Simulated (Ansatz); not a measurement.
Reaction (isomerisation): `CC(F)([SiH3])Cl` → `C[Si](C)(F)Cl`

Isolated molecules relaxed with PBE0-D4/def2-TZVP in Ansatz; ΔE leaves out vibrations. CBS: MP2 limit from def2 TZ/QZ plus the TZ coupled-cluster correction, frozen cores. DFT in def2-TZVPP. B3LYP here is the variant with VWN-RPA as its local correlation; programs differ in this. HSE06 is defined as in plane-wave codes.

(1) Is it downhill or uphill in electronic energy at CCSD(T)/CBS, and by how much? (Best estimate.)

(2) What do these levels give: r2SCAN-D4, r2SCANh-D4, r2SCAN0-D4, PBE, PBE0, B3LYP, r2SCAN0, HSE06, MP2/def2-TZVPP, CCSD/def2-TZVPP, CCSD(T)/def2-TZVPP, SCS-MP2/def2-QZVPP? (Estimate.)

Largest T1 diagnostic among the species: 0.011.

Results:

(1) The calculation gave: Downhill: ΔE = -4.72 eV.

(2) Computed: r2SCAN-D4 -4.69, r2SCANh-D4 -4.73, r2SCAN0-D4 -4.79, PBE -4.45, PBE0 -4.61, B3LYP -4.61, r2SCAN0 -4.79, HSE06 -4.61, MP2/def2-TZVPP -4.83, CCSD/def2-TZVPP -4.71, CCSD(T)/def2-TZVPP -4.66, SCS-MP2/def2-QZVPP -4.77 eV.

At CCSD(T), def2-SVP lies +0.52 eV from the extrapolated value and def2-TZVPP +0.06 eV. Leaving LDA and LC-ωPBE aside and taking each functional with its dispersion term where it has one, the values, not all of them listed here, spread over 0.39 eV, from B97M-V to revPBE-D4. LDA lies +0.06 eV from PBE without D4.
